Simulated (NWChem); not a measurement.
System: Si2H5OCl; SMILES O[SiH2][SiH2]Cl

The following NWChem deck was run.

```
start job
memory heap 200 mb stack 900 mb global 1100 mb
geometry units angstroms noautosym nocenter noautoz
  O     -1.216405     1.849247     0.311217
  Si     0.307552     1.623294    -0.327296
  Si     0.915052    -0.568665     0.271725
  Cl    -0.918775    -1.572598     0.079852
  H     -1.772709     1.060801     0.291968
  H      1.206734     2.659137     0.252476
  H      0.339730     1.735291    -1.819860
  H      1.906780    -1.242518    -0.616542
  H      1.355577    -0.717144     1.689831
end
basis spherical
  * library 6-311g**
end
dft
  xc b3lyp
  iterations 150
end
property
  shielding
  efieldgrad
end
task dft property
```

Coordinates come from a PBE0/def2-SVP optimisation.

GIAO values for the isolated, static molecule; σ is the absolute isotropic shielding, δ = σ(reference) − σ with the isolated reference molecule computed at the same levels (1H: tetramethylsilane, 17O: water, 29Si: tetramethylsilane).

Atoms are numbered as in the input.

### Question
Predict the main results of this run. (B3LYP/6-311G** (spherical d), GIAO.) Quantities: δ O1 (ppm); δ Si2 (ppm); δ Si3 (ppm); σ Cl4 (ppm); δ H6 (ppm); δ H8 (ppm); δ H9 (ppm).

### Answer
* **δ O1 (ppm)**: -2.9
* **δ Si2 (ppm)**: -31.7
* **δ Si3 (ppm)**: -19.9
* **σ Cl4 (ppm)**: 1033.6
* **δ H6 (ppm)**: 5.20
* **δ H8 (ppm)**: 5.10
* **δ H9 (ppm)**: 5.20
